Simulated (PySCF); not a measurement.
Species: Sn(OEt)H3, C₂H₈OSn.
Bonds: Sn1–O2, O2–C3, C3–C4. Hydrogens: H10, H11, H12 on Sn1; H5, H6 on C3; H7, H8, H9 on C4.

Method: PBE0-D3(BJ)/def2-SVP geometry optimisation, gas phase, def2 core potentials past Kr in PySCF 2.14.0.

Task: Give the optimised bond lengths and angles.

Result: 
| bond | length (Å) |
| --- | --- |
| Sn1–O2 | 1.992 |
| Sn1–H10 | 1.705 |
| Sn1–H11, Sn1–H12 | 1.716 |
| O2–C3 | 1.401 |
| C3–C4 | 1.513 |
| C3–H5, C3–H6 | 1.112 |
| C4–H7, C4–H8, C4–H9 | 1.101 |

Bonds in one row agree within 0.01 Å and their mean is given. A selection of angles:
| angle | degrees |
| --- | --- |
| O2–Sn1–H10 | 103.4 |
| O2–Sn1–H11 | 107.8 |
| H10–Sn1–H11 | 113.0 |
| H11–Sn1–H12 | 111.3 |
| Sn1–O2–C3 | 120.4 |
| O2–C3–C4 | 109.1 |
| O2–C3–H5 | 111.6 |
| C4–C3–H5 | 109.2 |
| H5–C3–H6 | 106.0 |
| C3–C4–H7 | 111.1 |
| C3–C4–H8 | 110.2 |
| H7–C4–H8 | 108.7 |
| H8–C4–H9 | 108.0 |

Torsions: Sn1–O2–C3–C4 179° (antiperiplanar).

The 4 heavy atoms lie in one plane (0.006 Å rms). O2 (oxygen bonded to C and Sn) is bent (angle 120.4°). Sn1 (tin bonded to O and 3 H) is distorted tetrahedral (angles from 103.4° to 113.0°).

Point group: Cs (every atom within 0.08 Å of its image). Whether it is a minimum is left open (no frequencies). One conformer, not necessarily the lowest.
